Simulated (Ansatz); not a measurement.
Consider the isomerisation: `[CH3][Al]1[CH2][SiH]1F` → `C=C(F)[SiH2][AlH2]`.

Isolated molecules relaxed with PBE0-D4/def2-TZVP in Ansatz; ΔE leaves out vibrations. CCSD(T)/CBS adds triple-zeta CCSD(T) − MP2 to the extrapolated MP2 energy (def2 sets, frozen cores). DFT in def2-TZVPP. B3LYP here is the variant with VWN-RPA as its local correlation; programs differ in this. Each species was taken in one conformer, which may not be the lowest.

| level | ΔE (eV) | difference from CCSD(T)/CBS |
| --- | --- | --- |
| PBE-D4 | 2.24 | -0.06 |
| B3LYP-D4 | 2.10 | -0.20 |
| ωB97M-V | 2.30 | 0.00 |
| B2PLYP | 2.25 | -0.05 |
| r2SCAN | 2.38 | 0.08 |
| B3LYP | 2.14 | -0.16 |
| HF/def2-TZVPP | 1.86 | -0.44 |
| MP2/def2-TZVPP | 2.49 | 0.19 |
| SCS-MP2/def2-TZVPP | 2.28 | -0.02 |
| CCSD/def2-TZVPP | 2.21 | -0.09 |
| CCSD(T)/def2-TZVPP | 2.23 | -0.07 |
| HF/def2-QZVPP | 1.88 | -0.42 |
| MP2/def2-QZVPP | 2.54 | 0.24 |
| SCS-MP2/def2-QZVPP | 2.33 | 0.03 |
| HF/CBS(def2) | 1.88 | -0.42 |
| CCSD/CBS(def2) | 2.28 | -0.02 |
| CCSD(T)/CBS | 2.30 | 0 |

Largest T1 diagnostic among the species: 0.013.

The D4 term adds −0.04 eV with B3LYP and −0.02 eV with PBE0; it sums over pairs of atoms, weighted by their polarisabilities, and B3LYP, whose exchange is more repulsive, gets the larger term. From PBE to PBE0 (25 % exact exchange), in def2-TZVPP and without D4, ΔE moves by +0.07 eV.
